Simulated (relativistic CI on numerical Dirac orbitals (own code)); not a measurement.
**Re31+: computed level list**

These numbers are calculated, not measured: Dirac-Coulomb-Breit CI, separate exchange-only KLI orbitals for each configuration, QED by a radiative potential, unscaled Slater integrals (own radial code, finite nucleus).

CI space (outside the closed core [Ar] 3d10): 4s2.4p6.4d8, 4s2.4p5.4d9, 4s2.4p6.4d7.4f, 4s.4p6.4d9, 4s2.4p5.4d8.4f, 4s.4p6.4d8.4f, 4s2.4p6.4d7.5s, 4s2.4p6.4d6.4f.5s, 4s2.4p6.4d7.5p, 4s2.4p5.4d8.5s, 4s2.4p6.4d7.5f, 4s2.4p6.4d6.5s.5p, 4p6.4d9.4f, 4s.4p6.4d7.4f.5s, 4s2.4p5.4d8.5d, 4s2.4p6.4d7.6p, 4s.4p6.4d8.5p, 4s2.4p6.4d7.6f, 4p6.4d9.5p, 4s2.4p5.4d8.5g, 4s2.4p6.4d7.7p, 4s2.4p5.4d8.6s, 4s2.4p6.4d7.7f, 4p6.4d10, 4p5.4d10.4f, 4p6.4d9.5s, 4p5.4d10.5s, 4p5.4d9.4f.5s. Double excitations out of closed p, d and f shells are left out; levels of such configurations are missing from the list, as are those of other unlisted configurations, and high levels can miss mixing partners. These lack a partner that the ground configuration has and come out too high: 4s2.4p5.4d8.5d, 4s2.4p5.4d8.5g, 4s2.4p5.4d8.6s.

The lowest level is 4s2.4p6.4d8 3F_4, with 89 % of that term; Hund's rules for 4s2.4p6.4d8 give 3F with J = 4, in agreement.

```csv
No.,Configuration,Term,J,E (cm⁻¹),%,Next component (%),Landé g,Lifetime (s)
1,4s2.4p6.4d8,3F,4,0,89,11 1G,1.219,
2,4s2.4p6.4d8,1D,2,30605,49,40 3P,1.160,4.02e+01
3,4s2.4p6.4d8,3P,0,96567,60,40 1S,,1.83e-01
4,4s2.4p6.4d8,3F,3,137640,99,1 4s2.4p5.4d8.4f 3F,1.079,1.57e-05
5,4s2.4p6.4d8,3P,2,168574,51,35 3F,1.138,2.76e-05
6,4s2.4p6.4d8,3P,1,183990,99,1 4s2.4p5.4d8.4f 3P,1.497,2.54e-05
7,4s2.4p6.4d8,1G,4,187839,89,11 3F,1.023,4.59e-05
8,4s2.4p6.4d8,3F,2,299977,54,37 1D,0.856,9.19e-06
9,4s2.4p6.4d8,1S,0,389538,60,40 3P,,5.35e-06
10,4s2.4p5.4d9,1D°,2,1508298,44,28 3P°,1.157,2.16e-11
11,4s2.4p5.4d9,3F°,4,1508492,88,10 4s2.4p6.4d7.4f 3F°,1.246,4.29e-11
12,4s2.4p5.4d9,3D°,3,1521785,54,25 4s2.4p6.4d7.4f 3D°,1.285,1.62e-11
13,4s2.4p6.4d7.4f,3G°,4,1587542,27,24 5G°,1.133,6.90e-10
14,4s2.4p6.4d7.4f,5G°,5,1588013,43,21 3G°,1.217,2.09e-09
15,4s2.4p5.4d9,3P°,1,1591372,27,26 1P°,1.082,2.32e-11
16,4s2.4p6.4d7.4f,5G°,6,1603517,51,21 5H°,1.241,5.04e-05
17,4s2.4p6.4d7.4f,5P°,2,1607337,26,25 5S°,1.630,2.20e-09
18,4s2.4p6.4d7.4f,3F°,3,1614779,25,20 5F°,1.146,1.03e-10
19,4s2.4p6.4d7.4f,3F°,2,1616732,47,18 3D°,0.837,3.81e-10
20,4s2.4p6.4d7.4f,3I°,7,1622403,27,23 5I°,1.137,2.41e-02
21,4s2.4p6.4d7.4f,3G°,4,1631549,29,19 1G°,1.100,2.89e-10
22,4s2.4p6.4d7.4f,3F°,3,1638757,39,17 5D°,1.093,3.68e-10
23,4s2.4p6.4d7.4f,3H°,6,1641077,39,16 3I°,1.108,3.68e-05
24,4s2.4p6.4d7.4f,3D°,2,1641397,28,26 4s2.4p5.4d9 3D°,1.119,3.59e-11
25,4s2.4p6.4d7.4f,5I°,8,1641810,62,33 3K°,1.193,9.93e-03
26,4s2.4p6.4d7.4f,3D°,1,1643675,49,16 4s2.4p5.4d9 3P°,0.764,3.27e-11
27,4s2.4p6.4d7.4f,5H°,7,1656647,39,37 3I°,1.158,9.45e-04
28,4s2.4p6.4d7.4f,5D°,0,1658727,49,43 3P°,,2.15e-09
29,4s2.4p6.4d7.4f,3D°,2,1659335,24,16 1D°,1.135,4.28e-11
30,4s2.4p6.4d7.4f,3G°,5,1661180,38,26 5F°,1.212,2.55e-08
31,4s2.4p6.4d7.4f,3F°,3,1667610,25,23 5P°,1.269,3.58e-11
32,4s2.4p5.4d9,3D°,1,1674703,31,16 4s2.4p6.4d7.4f 5D°,0.976,2.27e-11
33,4s2.4p6.4d7.4f,3F°,4,1677149,32,25 3G°,1.183,2.28e-09
34,4s2.4p5.4d9,3P°,0,1682740,72,25 4s2.4p6.4d7.4f 3P°,,1.97e-11
35,4s2.4p6.4d7.4f,3D°,2,1682837,30,27 5D°,1.161,4.97e-11
36,4s2.4p6.4d7.4f,3P°,1,1683359,34,22 5D°,1.233,6.25e-11
37,4s2.4p6.4d7.4f,3F°,3,1683935,23,16 1F°,1.078,5.58e-11
38,4s2.4p6.4d7.4f,3H°,5,1696285,31,20 5I°,1.043,7.87e-09
39,4s2.4p5.4d9,3F°,3,1702114,32,26 1F°,1.062,1.91e-11
40,4s2.4p6.4d7.4f,3H°,4,1703197,21,19 5D°,1.090,3.66e-11
41,4s2.4p6.4d7.4f,5H°,5,1706336,33,21 3H°,1.095,2.25e-11
42,4s2.4p6.4d7.4f,3F°,4,1708536,35,17 5F°,1.145,5.18e-11
43,4s2.4p6.4d7.4f,5G°,3,1710800,49,18 3G°,0.985,1.31e-10
44,4s2.4p6.4d7.4f,3H°,6,1710925,41,34 5G°,1.190,2.80e-04
45,4s2.4p6.4d7.4f,5D°,1,1719409,25,25 3P°,1.449,3.10e-11
```

Energies count from the lowest computed level; ° marks odd parity; lifetimes are radiative, by E1, M1, E2, M2, E3 decay to levels of this space only.

The mean weight of the leading LS term, summed over parents, in these 45 levels is 45 %, and that of the leading jj configuration (from the same eigenvectors) 73 %, so jj coupling describes them better and the LS labels are nominal.

At this charge energies of transitions that change n are usually good to better than 1 %, and those within a shell (Δn = 0) to a few per cent. Terms inside the open d or f shell come out 10 to 20 % too wide with unscaled integrals.

LS names give the leading component of a level, which can be under half, so a name can repeat, a term be missing and a line seem to break the LS rules.
